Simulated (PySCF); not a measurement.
Computed shifts of a molecule C₆H₁₅F₂NSi, PySCF with HF/pcSseg-1, GIAO, gas phase, equivalent atoms averaged, in ppm (number of nuclei): ¹³C: 35.4 (2), 29.7 (1), 25.0 (1), 18.2 (1), 11.4 (1). ²⁹Si: -34.0 (1). ¹⁹F: -118.0 (1), -137.6 (1). ¹⁵N: 14.0 (1). ¹H: 2.81 (3), 2.59 (3), 1.43 (2), 1.40 (3), 1.38 (2), 0.76 (1), 0.54 (1). References: ¹³C against TMS (σ = 192.6 ppm); ²⁹Si against TMS (σ = 393.8 ppm); ¹⁹F against CFCl3 (σ = 238.5 ppm); ¹⁵N against NH3 (σ = 267.3 ppm); ¹H against TMS (σ = 31.99 ppm), references at their B3LYP-D3(BJ)/def2-TZVP geometries, non-relativistic. The structure is a stationary point at B3LYP-D3(BJ)/def2-SVP. One conformer was computed; it need not be the lowest.

Pick the molecule that these values belong to.
(A) CN(C)[Si](F)(F)C(C)(C)C
(B) CC(C)N(C(C)C)[SiH](F)F
(C) CCCC[Si](F)(F)N(C)C

C, CCCC[Si](F)(F)N(C)C
